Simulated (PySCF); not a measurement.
C4, SMILES [C]1[C+]2[C][C-]12 (connectivity only; charge and spin as stated), neutral, multiplicity 1. Atoms are numbered in the order given.

```xyz
4

C      0.0000     0.7466     0.0000
C      0.0000    -0.7466     0.0000
C      0.0000     0.0000    -1.2332
C      0.0000     0.0000     1.2332
```
Charge 0, spin multiplicity 1.

Coordinates come from a B3LYP-D3(BJ)/def2-TZVP optimisation.

Method: HF/def2-TZVPD run with PySCF.

The molecule is in vacuum.

Task: Estimate the frontier levels, gap, dipole moment and polarisability. (Estimate from the structure and the level; the computed values follow.)

Result: 
```
Property                                                                                                        Value
---------------------------------------------------------------------------------------------  ----------------------
highest occupied level                                                                                      -11.57 eV
lowest empty level                                                                                           -0.56 eV
orbital gap                                                                                                  11.01 eV
dipole moment                                                                                                  0.00 D
quadrupole, principal values (traceless, Buckingham form, about the centre of nuclear charge)   -6.72, 0.42, 6.30 D·Å
mean static polarisability                                                                       36.4 bohr³ (5.40 Å³)
polarisability, principal values                                                               28.4, 39.1, 41.9 bohr³
```
